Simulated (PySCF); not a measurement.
C2H7FSSi. Atoms are numbered in the order given.

```xyz
12

C      1.5671    -0.1392    -1.2504
Si     0.1218    -0.3137    -0.0809
C     -1.2581    -1.3503    -0.7940
F      0.6536    -1.0357     1.2865
S     -0.5896     1.6035     0.6107
H      1.2666     0.3887    -2.1707
H      2.3815     0.4338    -0.7804
H      1.9567    -1.1298    -1.5394
H     -2.0711    -1.4739    -0.0618
H     -1.6808    -0.8757    -1.6952
H     -0.8878    -2.3493    -1.0791
H     -0.9740     2.0003    -0.6248
```
Charge 0, spin multiplicity 1.

Coordinates come from a TPSSh-D3(BJ)/def2-SVP optimisation. The structure was generated by enumeration, and PubChem lists no compound with its InChIKey, so it may never have been made. Other conformers were not sampled.

These are TPSSh-D3(BJ)/def2-SVP run with PySCF values and carry that method's errors.

Frequencies are harmonic and unscaled.

**Question.** Give all harmonic wavenumbers and intensities. (An estimate is asked for; the answer gives what the named calculation found.)

**Answer.** 
```
mode  ν (cm⁻¹)  IR (km/mol)  Raman (Å⁴/amu)  depolarisation   moving atoms (share of kinetic energy)
----  --------  -----------  --------------  --------------  ---------------------------------------
1           53         17.2             7.4            0.75                                   H 91 %
2          147          0.0             0.2            0.75                                   H 96 %
3          158          0.3             0.2            0.66                                   H 86 %
4          179          3.8             1.7            0.74           H 33 %, C 28 %, S 21 %, F 14 %
5          179          1.9             1.4            0.72           H 35 %, C 29 %, F 20 %, S 14 %
6          217          1.8             1.3            0.35          H 34 %, C 28 %, Si 20 %, F 14 %
7          245          7.7             1.6            0.64  F 35 %, S 26 %, H 16 %, C 13 %, Si 10 %
8          270         15.7             1.8            0.75          F 35 %, C 23 %, Si 21 %, H 19 %
9          476         35.0            13.5            0.09          S 40 %, Si 28 %, C 15 %, H 13 %
10         651         15.7            12.7            0.25                  C 44 %, H 39 %, Si 14 %
11         690          1.6             3.4            0.75                           H 60 %, C 32 %
12         725         60.1             7.0            0.55                    H 71 %, Si 9 %, S 8 %
13         740          0.2             1.4            0.75                           H 79 %, C 21 %
14         794         11.7             2.4            0.75                   H 53 %, F 25 %, C 18 %
15         802        126.0             0.5            0.75                  Si 39 %, H 35 %, C 26 %
16         854        148.2             1.1            0.42                  H 63 %, C 22 %, Si 14 %
17         925        131.5             0.4            0.28                  Si 45 %, F 29 %, H 20 %
18        1286         33.8             1.0            0.75                           H 77 %, C 23 %
19        1290         18.3             0.4            0.51                           H 79 %, C 21 %
20        1442          0.1            21.8            0.75                                   H 95 %
21        1442          1.4             0.8            0.75                                   H 96 %
22        1449          3.4            23.1            0.75                                   H 96 %
23        1455          7.8             0.8            0.69                                   H 96 %
24        2680          1.6           100.2            0.31                                   H 97 %
25        3029          1.5             1.7            0.73                                   H 97 %
26        3030          4.0           284.6            0.01                                   H 97 %
27        3117          0.1            19.6            0.75                            H 91 %, C 9 %
28        3120         12.8           155.8            0.72                            H 91 %, C 9 %
29        3136          2.6            79.4            0.74                            H 91 %, C 9 %
30        3136          3.8           101.3            0.73                            H 91 %, C 9 %
```
